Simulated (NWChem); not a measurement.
System: SeF$_{2}$; SMILES F[Se]F

The following NWChem deck was run.

```
start job
memory heap 200 mb stack 900 mb global 1100 mb
geometry units angstroms noautoz
  Se     0.000000     0.000000     0.376866
  F     -1.311731     0.000000    -0.772543
  F      1.311731     0.000000    -0.772543
end
basis spherical
  * library def2-svpd
end
dft
  xc pbe0
  iterations 150
end
tddft
  cis
  nroots 6
  notriplet
end
task tddft energy
```

Output (shortened):

```
             Northwest Computational Chemistry Package (NWChem) 7.3.0
             --------------------------------------------------------

 C2V symmetry detected

                             Geometry "geometry" -> ""
                             -------------------------

 Output coordinates in angstroms (scale by  1.889725989 to convert to a.u.)

  No.       Tag          Charge          X              Y              Z
 ---- ---------------- ---------- -------------- -------------- --------------
    1 Se                  34.0000     0.00000000     0.00000000     0.39787235
    2 F                    9.0000    -1.31173100     0.00000000    -0.75153665
    3 F                    9.0000     1.31173100     0.00000000    -0.75153665

 Effective nuclear repulsion energy (a.u.)     202.0285659134

      Symmetry information
      --------------------

 Group name             C2v
 Group number             16
 Group order               4
 No. of unique centers     2

                                 NWChem DFT Module
                                 -----------------

 Summary of "ao basis" -> "ao basis" (spherical)
 ------------------------------------------------------------------------------
       Tag                 Description            Shells   Functions and Types
 ---------------- ------------------------------  ------  ---------------------
 Se                        def2-svpd                15       41   6s5p4d
 F                         def2-svpd                 9       23   4s3p2d

      Symmetry analysis of basis
      --------------------------

        a1         35
        a2         11
        b1         25
        b2         16

            General Information
            -------------------
          SCF calculation type: DFT
          Wavefunction type:  closed shell.
          No. of atoms     :     3
          No. of electrons :    52
           Alpha electrons :    26
            Beta electrons :    26
          Charge           :     0
          Spin multiplicity:     1
          Use of symmetry is: off; symmetry adaption is: on
          Maximum number of iterations: 150
          AO basis - number of functions:    87
                     number of shells:    33
          Convergence on energy requested:  1.00D-06
          Convergence on density requested:  1.00D-05
          Convergence on gradient requested:  5.00D-04

[...]

                                NWChem TDDFT Module
                                -------------------

            General Information
            -------------------
           No. of orbitals :     174
            Alpha orbitals :      87
             Beta orbitals :      87
        Alpha frozen cores :       0
         Beta frozen cores :       0
     Alpha frozen virtuals :       0
      Beta frozen virtuals :       0
         Spin multiplicity :       1
    Number of AO functions :      87
        Use of symmetry is : off
      Symmetry adaption is : on
         Schwarz screening :  0.10D-07

              XC Information
              --------------
                  PBE0 Method XC Functional
              Hartree-Fock (Exact) Exchange   0.25
   PerdewBurkeErnzerhof Exchange Functional   0.75
     Perdew 1991 LDA Correlation Functional   1.00 local
    PerdewBurkeErnz. Correlation Functional   1.00 non-local

             TDDFT Information
             -----------------
          Calculation type : Tamm-Dancoff TDDFT
         Wavefunction type : Restricted singlets
          No. of electrons :      52
           Alpha electrons :      26
            Beta electrons :      26
              No. of roots :       6
          Max subspacesize :    5200
            Max iterations :     100
               Target root :       1
           Target symmetry : none
      Symmetry restriction : off
                 Algorithm : Optimal
        Davidson threshold :  0.10D-03

    6 smallest eigenvalue differences (eV)
--------------------------------------------------------
  No. Spin  Occ  Vir  Irrep   E(Occ)    E(Vir)   E(Diff)
--------------------------------------------------------
    1    1   26   27 a2       -0.270    -0.095     4.761
    2    1   26   28 b2       -0.270    -0.071     5.440
    3    1   26   29 b2       -0.270     0.023     7.972
    4    1   26   30 a1       -0.270     0.052     8.772
    5    1   26   31 a2       -0.270     0.060     8.986
    6    1   26   32 b2       -0.270     0.062     9.057
--------------------------------------------------------

  Entering Davidson iterations
  Restricted singlet excited states

  Iter   NTrls   NConv    DeltaV     DeltaE      Time
  ----  ------  ------  ---------  ---------  ---------
    1      6       0     0.82E-01   0.10+100        4.2
    2     12       0     0.21E-01   0.59E-02        4.2
    3     18       0     0.78E-02   0.37E-03        4.2
    4     24       1     0.30E-02   0.79E-04        4.4
    5     29       4     0.23E-02   0.10E-04        4.1
    6     31       5     0.16E-02   0.12E-04        3.5
    7     32       5     0.49E-03   0.30E-05        3.2
    8     33       6     0.81E-04   0.21E-06        3.3
  ----  ------  ------  ---------  ---------  ---------
  Convergence criterion met

  Ground state a1      -2600.287393347893 a.u.

  ----------------------------------------------------------------------------
  Root   1 singlet a2             0.108708012 a.u.                2.9581 eV
  ----------------------------------------------------------------------------
     Transition Moments    X -0.00000   Y  0.00000   Z -0.00000
     Dipole Oscillator Strength                    0.0000000000
     Electric Quadrupole                           0.0000000096
     Magnetic Dipole                               0.0000012439
     Total Oscillator Strength                     0.0000012535

[...]
```

Level: PBE0/def2-SVPD, TDA. Structure relaxed at the PBE0/def2-SVP level.
